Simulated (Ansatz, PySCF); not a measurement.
This Ansatz (a program for electronic structure) input computes a PBE/def2-TZVPD energy:

Ansatz 0.2 input:
```yaml
crystal:
  periodic: [false, false, false]
  atoms:
    - {symbol: Ga, position_ang: [-0.00000000, -0.00000000, -1.80751925]}
    - {symbol: O, position_ang: [0.00000000, 0.00000000, 0.00000000]}
    - {symbol: Ga, position_ang: [0.00000000, 0.00000000, 1.80751925]}
basis:
  gaussian:
    orbitals: def2-TZVPD
hamiltonian:
  xc: {name: PBE}
total_charge: 1
magnetization: {spin_polarized: true, initial_magnetization: 1}
output: {forces: true}
```

Q: Write an input for the same energy in PySCF and say what it gives.

A: 
```python
from pyscf import gto, scf, dft

mol = gto.M(
    atom='''
    Ga   -0.00000000   -0.00000000   -1.80751925
    O     0.00000000    0.00000000    0.00000000
    Ga    0.00000000    0.00000000    1.80751925
    ''',
    basis='def2-tzvpd',
    charge=1,
    spin=1,
    symmetry='D2h',
    verbose=4,
)

mf = dft.UKS(mol, xc='pbe').density_fit(auxbasis='def2-universal-jkfit')
mf.grids.level = 3
mf.conv_tol = 1e-9
mf.max_cycle = 100
mf.max_memory = 1500
mf.kernel()
if not mf.converged:
    mf = mf.newton()
    mf.kernel(mf.make_rdm1())
mf.analyze()
```
It gives -3924.09672 Eh, and Ansatz -3924.09666 Eh, a difference of 0.06 mEh, from the treatment of integrals and grids.
